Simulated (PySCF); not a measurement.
Compound: C6H9FO2.
Structure used (PBE0-D3(BJ)/def2-SVP), in Å, numbered top down from 1:
```
atom  x, y, z in Å
C1    -2.4542   -1.0504   -0.1219
C2    -1.5279   -0.1739   -0.5080
C3    -0.4640    0.3934    0.3897
C4    -0.6249    1.8972    0.5374
F5     0.3270    2.3813    1.3968
C6     0.8981    0.0933   -0.2111
O7     1.3505    0.6538   -1.1744
O8     1.5187   -0.8911    0.4356
C9     2.7871   -1.2632   -0.0779
H10   -2.4941   -1.4340    0.9025
H11   -3.2088   -1.4199   -0.8207
H12   -1.5091    0.1842   -1.5447
H13   -0.5206   -0.0758    1.3828
H14   -1.6242    2.1315    0.9395
H15   -0.4998    2.3858   -0.4430
H16    3.1612   -2.0605    0.5741
H17    3.4765   -0.4065   -0.0700
H18    2.6979   -1.6266   -1.1123
```

Linear response at CAM-B3LYP/def2-SVPD (PySCF, frozen core in the response, non-relativistic).

Static isotropic polarisability: 80.85 au (11.98 Å³), principal values 69.3, 79.6, 93.6 au.

(1) What is the polarisability at 1064 nm and at the sodium D line?

(2) What is the isotropic C6 coefficient between two such molecules, C6 = (3/π)∫α(iω)² dω?

(3) Which effective excitation energy ω̄ makes London's formula C6 = (3/4)α²ω̄ exact here?

(4) What does −C6/R⁶ come to at R = 10 Å between centres?

(5) What molar refraction at the D line follows from R = (4π/3)·N_A·α′, with α′ the polarisability volume?

(6) What n − 1 at the D line would an ideal gas of it have at 273.15 K and 1 atm (2.6868 × 10¹⁹ cm⁻³), by n − 1 = 2π·N·α′?

(7) What three-body coefficient follows from the one-pole estimate C9 = (3/4)·α·C6?

(8) How anisotropic is the static polarisability, by Δα² = ½[(α1 − α2)² + (α2 − α3)² + (α3 − α1)²]?

Results:

(1) 81.48 au at 1064 nm (+0.8 %), 82.98 au at 589.3 nm (+2.6 %). The rise at 589.3 nm is 3.37 times that at 1064 nm; a pure ω² law gives 3.26. The lowest singlet lies at 211 nm, shorter than both wavelengths.

(2) 2910 au (Eh·bohr⁶) by a ten-point quadrature over imaginary frequencies, which is 1740 eV·Å⁶ or 168 J·nm⁶/mol.

(3) ω̄ = 4·C6/(3α²) = 0.594 Eh = 16.2 eV. A one-pole form α(ω) = α/(1 − ω²/ω̄²) fitted to the 1064 nm value gives 13.2 eV.

(4) -170 J/mol. This is the leading, orientation-averaged term; C8 and higher terms are left out.

(5) α′ = 12.30 Å³ gives R = 31.02 cm³/mol, for isolated, non-vibrating species.

(6) 20.76 × 10⁻⁴, a formal value whether or not that pressure can be reached.

(7) 176000 au. This is an estimate from the two numbers above, not a computed integral.

(8) Δα = 21.2 au, or 0.26 of the isotropic value.

Time: 2.3 min. Hardware: an Arm Neoverse N1 with one thread, no GPU, on a shared host. This is the whole response run at CAM-B3LYP/def2-SVPD, SCF included.

One conformer stands for the species.
